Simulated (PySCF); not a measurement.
Sn(H)2(F)(vinyl) (C2H5FSn), SMILES C=[CH][SnH2][F].

Coordinates come from a PBE-D3(BJ)/def2-SVP optimisation. The def2 effective core potentials stand for the cores of Sn; spin–orbit coupling is left out. Other conformers were not sampled.

Calculation: PySCF with PBE-D3(BJ)/def2-SVP.

Frequencies are harmonic and unscaled.

```tsv
mode	ν (cm⁻¹)	IR (km/mol)	moving atoms (share of kinetic energy)
1	63	1.3	C 38 %, F 30 %, H 26 %
2	144	6.1	F 39 %, H 26 %, C 23 %, Sn 12 %
3	210	1.2	C 51 %, H 43 %
4	389	27.9	H 67 %, C 24 %
5	465	42.6	H 66 %, C 28 %
6	515	27.8	H 60 %, C 31 %
7	545	13.7	H 64 %, C 32 %
8	595	68.9	F 85 %, Sn 15 %
9	635	137.3	H 95 %
10	658	74.6	H 97 %
11	943	26.3	H 72 %, C 28 %
12	957	8.4	H 86 %, C 13 %
13	993	15.6	H 94 %
14	1203	11.1	H 73 %, C 27 %
15	1365	10.8	H 85 %, C 15 %
16	1610	2.8	C 86 %, H 14 %
17	1847	109.1	H 99 %
18	1868	179.0	H 99 %
19	3041	12.2	H 95 %
20	3092	2.3	H 91 %, C 9 %
21	3132	6.1	H 89 %, C 11 %
```
